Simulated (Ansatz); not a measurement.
Two structures of CH₆GeO, closed shell, reached by relaxing down either side of one saddle point (PBE0-D4/def2-TZVP). Energies are electronic, without zero-point energy. Program: Ansatz 0.2.0. Basis: def2-TZVPP and def2-QZVPP. Cores are frozen in the correlated methods. Filled d shells of the heavier atoms are correlated. The def2 sets are not built for correlating such inner shells, so the correlated values are less sure here. Extrapolation: Hartree–Fock as exp(−7.88 √X), correlation as X^−2.97. First:

Ge1  (-1.014, -1.159, 1.159)
H2  (-0.118, -0.477, -1.174)
O3  (0.395, -0.482, -0.360)
C4  (0.950, 0.812, -0.126)
H5  (-1.954, 0.042, 0.651)
H6  (-1.554, -2.120, 0.001)
H7  (0.164, 1.570, -0.075)
H8  (1.669, 1.056, -0.911)
H9  (1.461, 0.759, 0.834)
(Å)

Second:

```xyz
9
angstrom
Ge -0.8010 -0.6674 1.0611
H -2.4091 -0.6763 -1.1073
O 0.6549 -0.4584 0.0479
C 1.3925 0.7388 0.0896
H -2.5740 0.0101 -0.8487
H -1.0723 -2.1335 0.4811
H 0.9966 1.4542 0.8236
H 1.3797 1.2142 -0.8963
H 2.4325 0.5183 0.3491
```

Q: Which bonds change from the first to the second?

A: CH₆GeO ([CH3][OH][GeH2]) → CH₄GeO ([CH3][O][GeH]) + H₂; bonds formed: H2–H5; dative contacts that become bonds: Ge1–O3; bonds broken: Ge1–H5, H2–O3.

Q: Give the saddle point's structure and its height above each. (An estimate is asked for; the value comes from the calculation.)

A: The calculation gives: 24.46 kcal/mol above the first and 25.20 kcal/mol above the second (CCSD(T) at an estimated basis limit (MP2 extrapolated from triple and quadruple zeta, plus CCSD(T) − MP2 in triple zeta)).
```xyz
9
angstrom
Ge -0.9422 -0.9572 1.0812
H -0.9971 -0.1522 -0.5808
O 0.3125 -0.4263 -0.3660
C 1.0389 0.7503 -0.0976
H -1.8982 -0.1148 -0.2554
H -1.2424 -2.3122 0.3076
H 0.3816 1.5978 0.1452
H 1.6258 1.0123 -0.9816
H 1.7209 0.6024 0.7475
```

The search had been set up for a insertion of a divalent centre (a silylene, a carbene or their kin) (forming Ge1–H2, Ge1–O3, breaking H2–O3); from that guess it ended on this step instead.

No T1 diagnostic of these runs exceeds 0.016.

Labels in which every atom is bracketed show which atoms are joined, not bond orders.

For scale, one of the runs: CCSD(T)/def2-TZVPP, 194 basis functions, launched by `ansatz run in.yaml --threads 4 --pin off --events-out ev --progress --plain --max-ram 9574MiB`. Hardware: 4 CPU threads of an Arm Neoverse V1, shared host. Wall time 53 s; peak host memory 2.3 GiB.
